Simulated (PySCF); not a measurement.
From one molecule to another.

First species: C3H9AlO2S.
SMILES: `C[S@+]([AlH3-])CC(=O)O`

Second species: C₆H₁₃BO₂.
InChI=1S/C6H13BO2/c1-2-3-6-4-8-7-9-5-6/h6-7H,2-5H2,1H3

Levels: CAM-B3LYP/def2-SVPD for HOMO energy, LUMO energy, HOMO–LUMO gap and static isotropic polarisability; TDDFT CAM-B3LYP/def2-SVPD for lowest singlet excitation; TDA CAM-B3LYP/def2-SVPD for lowest triplet excitation (Tamm–Dancoff). Geometries: PBE0-D3(BJ)/def2-SVP. Each structure is a single optimised conformer of the isolated species, non-relativistic unless stated. Electronic properties by PySCF.

Dipoles, sizes and rotational constants follow the conformer. The torsions of the flexible species, by atom-mapped SMILES:
- `[CH3:1][S@+:2]([AlH3-:3])[CH2:4][C:5](=[O:6])[OH:7]`: C1–S2–C4–C5 -176°, S2–C4–C5–O6 150°, H–O7–C5–C4 -178°

The conformers of `CCCC1COBOC1` aren't listed.

Values for the first species:

| Item | Value |
| --- | --- |
| HOMO energy | -9.05 eV |
| LUMO energy | 0.33 eV |
| HOMO–LUMO gap | 9.38 eV |
| Lowest singlet excitation | 5.88 eV |
| Lowest triplet excitation (Tamm–Dancoff) | 5.38 eV |
| Static isotropic polarisability | 98.1 au |

(1) Estimate the same properties for the second species, and the change in each.

Answers

(1) 
```json
{"property": "HOMO energy", "first": "-9.05 eV", "second": "-9.80 eV", "second less first": "-0.75 eV"}
{"property": "LUMO energy", "first": "0.33 eV", "second": "1.07 eV", "second less first": "+0.74 eV"}
{"property": "HOMO–LUMO gap", "first": "9.38 eV", "second": "10.87 eV", "second less first": "+1.49 eV"}
{"property": "lowest singlet excitation", "first": "5.88 eV", "second": "7.86 eV", "second less first": "+1.98 eV"}
{"property": "lowest triplet excitation (Tamm–Dancoff)", "first": "5.38 eV", "second": "7.18 eV", "second less first": "+1.80 eV"}
{"property": "static isotropic polarisability", "first": "98.1 au", "second": "90.1 au", "second less first": "-8.0 au"}
```

On the first: The vertical singlet–triplet gap S1 − T1 is 0.50 eV (TDDFT singlet less Tamm–Dancoff triplet). The 10 singlets span 5.88 to 7.52 eV, and their oscillator strengths add up to 0.24.

On the second: The principal polarisabilities are 75.8, 85.4 and 109.1 au; their mean is the isotropic value. The vertical singlet–triplet gap S1 − T1 is 0.68 eV (TDDFT singlet less Tamm–Dancoff triplet).
